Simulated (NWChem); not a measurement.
System: boron oxyfluoride (BOF); SMILES O=BF

The following NWChem deck was run.

```
start job
memory heap 200 mb stack 700 mb global 900 mb
geometry units angstroms noautosym nocenter noautoz
  F      0.000000     0.000000    -1.208022
  B      0.000000     0.000000     0.086221
  O      0.000000     0.000000     1.305167
end
basis spherical
  * library def2-tzvpd
end
dft
  xc b3lyp
  iterations 150
end
property
  response 1 0.0773
end
task dft property
```

Excerpt of the output:

```
             Northwest Computational Chemistry Package (NWChem) 7.3.0
             --------------------------------------------------------

                             Geometry "geometry" -> ""
                             -------------------------

 Output coordinates in angstroms (scale by  1.889725989 to convert to a.u.)

  No.       Tag          Charge          X              Y              Z
 ---- ---------------- ---------- -------------- -------------- --------------
    1 F                    9.0000     0.00000000     0.00000000    -1.20802200
    2 B                    5.0000     0.00000000     0.00000000     0.08622100
    3 O                    8.0000     0.00000000     0.00000000     1.30516700

 Effective nuclear repulsion energy (a.u.)      50.9245549350

                              NWChem Property Module
                              ----------------------

                                 NWChem DFT Module
                                 -----------------

 Summary of "ao basis" -> "ao basis" (spherical)
 ------------------------------------------------------------------------------
       Tag                 Description            Shells   Functions and Types
 ---------------- ------------------------------  ------  ---------------------
 F                         def2-tzvpd               14       40   6s4p3d1f
 B                         def2-tzvpd               13       37   6s3p3d1f
 O                         def2-tzvpd               14       40   6s4p3d1f

            General Information
            -------------------
          SCF calculation type: DFT
          Wavefunction type:  closed shell.
          No. of atoms     :     3
          No. of electrons :    22
           Alpha electrons :    11
            Beta electrons :    11
          Charge           :     0
          Spin multiplicity:     1
          Use of symmetry is: off; symmetry adaption is: off
          Maximum number of iterations: 150
          AO basis - number of functions:   117
                     number of shells:    41
          Convergence on energy requested:  1.00D-06
          Convergence on density requested:  1.00D-05
          Convergence on gradient requested:  5.00D-04

              XC Information
              --------------
                         B3LYP Method XC Potential
                     Hartree-Fock (Exact) Exchange  0.200
                        Slater Exchange Functional  0.800 local
                    Becke 1988 Exchange Functional  0.720 non-local
              Lee-Yang-Parr Correlation Functional  0.810
                  VWN I RPA Correlation Functional  0.190 local

             Grid Information
             ----------------
          Grid used for XC integration:  medium
          Radial quadrature: Mura-Knowles
          Angular quadrature: Lebedev.
          Tag              B.-S. Rad. Rad. Pts. Rad. Cut. Ang. Pts.
          ---              ---------- --------- --------- ---------
          F                   0.50       49          11.0       434
          B                   0.85       49          10.0       434
          O                   0.60       49          11.0       434
          Grid pruning is: on
          Number of quadrature shells:   147
          Spatial weights used:  Erf1

      Superposition of Atomic Density Guess
      -------------------------------------

 Sum of atomic energies:        -198.73740264

      Non-variational initial energy
      ------------------------------

 Total energy =    -199.340672
 1-e energy   =    -375.052244
 2-e energy   =     124.787017
 HOMO         =      -0.532823
 LUMO         =      -0.020375

   convergence    iter        energy       DeltaE   RMS-Dens  Diis-err
 ---------------- ----- ----------------- --------- --------- ---------
 d= 0,ls=0.0,diis     1   -199.9643320021 -2.51D+02  1.32D-02  1.19D+00
 d= 0,ls=0.0,diis     2   -199.4869702489  4.77D-01  8.37D-03  6.19D+00
 d= 0,ls=0.0,diis     3   -200.0891707417 -6.02D-01  1.61D-03  1.03D-01
 d= 0,ls=0.0,diis     4   -200.0936234695 -4.45D-03  5.94D-04  6.13D-02
 d= 0,ls=0.0,diis     5   -200.0978962365 -4.27D-03  1.23D-04  8.40D-04
  Resetting Diis
 d= 0,ls=0.0,diis     6   -200.0979590372 -6.28D-05  2.83D-05  2.08D-05
 d= 0,ls=0.0,diis     7   -200.0979610344 -2.00D-06  3.30D-06  1.88D-07
 d= 0,ls=0.0,diis     8   -200.0979610225  1.19D-08  1.55D-06  4.18D-07

         Total DFT energy =     -200.097961022522
      One electron energy =     -376.698485868285
           Coulomb energy =      148.819795912690
    Exchange-Corr. energy =      -23.143826001883
 Nuclear repulsion energy =       50.924554934956

 Numeric. integr. density =       22.000000210609

                       DFT Final Molecular Orbital Analysis
                       ------------------------------------

[...]

 DFT Linear Response polarizability / au
 Frequency  =       0.0773000 / au
 Wavelength =     589.4353558 / nm
              X              Y              Z
 -----------------------------------------------
 X      15.0529136      0.0000000     -0.0000000
 Y       0.0000000     15.0529136      0.0000000
 Z      -0.0000000      0.0000000     22.8129065
 -----------------------------------------------
 Eigenvalues =      15.0529136     15.0529136     22.8129065
 Isotropic   =      17.6395779
 Anisotropic =       7.7599929
 -----------------------------------------------

 Magnetic Dipole Response Matrix (nonzero elements):

 Exiting AOResponse driver routine
```

Level: B3LYP/def2-TZVPD. Structure relaxed at the PBE-D3(BJ)/def2-SVP level.
